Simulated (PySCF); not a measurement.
# Computed properties of Al(H)(NH2)(NMe2) (C2H9AlN2), SMILES [AlH]([NH2])[N](C)C

Al(H)(NH2)(NMe2) (C₂H₉AlN₂), SMILES C[N](C)[AlH][NH2]. Geometry: TPSSh-D3(BJ)/def2-SVP. The structure was generated by enumeration; whether it is a known compound was not checked. Other conformers were not sampled. All values are computed for the isolated molecule unless a solvent is named; none is compared with measurement here.

**Structure.** The optimised structure has Cs symmetry. All 36 harmonic modes at TPSSh-D3(BJ)/def2-SVP (PySCF) are real, so it is a minimum. With heavy atoms numbered as in [AlH:1]([NH2:3])[N:6]([CH3:7])[CH3:8], the shortest bond between them is N6–C8 at 1.449 Å and the longest Al1–N6 at 1.794 Å.

**Vibrations.** The strongest infrared lines (harmonic, unscaled, degenerate partners summed) lie at 374 cm⁻¹ (208 km/mol, H 78 %, N 21 %), 1973 cm⁻¹ (169 km/mol, H 96 %), 2957 cm⁻¹ (166 km/mol, H 97 %). The softest mode is at 66 cm⁻¹ and the zero-point energy is 71.5 kcal/mol.

**Electronic structure.** PBE0/def2-TZVP (PySCF) places the frontier levels at -6.10 and 0.27 eV, a gap of 6.37 eV, and gives a dipole moment of 1.04 D and a mean polarisability of 68.4 bohr³. PBE/def2-TZVP (PySCF) at the same geometry gives -4.84 and -0.48 eV, so its gap is 2.01 eV narrower. An orbital gap is neither the optical nor the fundamental gap.

**Excitations.** TDA-PBE0/def2-SVPD (PySCF) has S1 at 5.09 eV (244 nm, f = 0.000, dark); the most intense of the 10 singlets computed lies at 5.54 eV (f = 0.15). T1 (TDA) is at 4.62 eV, 0.47 eV under S1. TDA-PBE/def2-SVPD (PySCF) puts S1 at 4.32 eV. No vertical singlet excitation falls in the visible range (under 3.1 eV).

**NMR.** GIAO shifts at PBE0/pcSseg-1 (PySCF) (non-relativistic, atoms alike by connectivity averaged): ¹³C at 43.4 ppm against TMS; ¹H from 0.9 to 4.4 ppm against TMS.
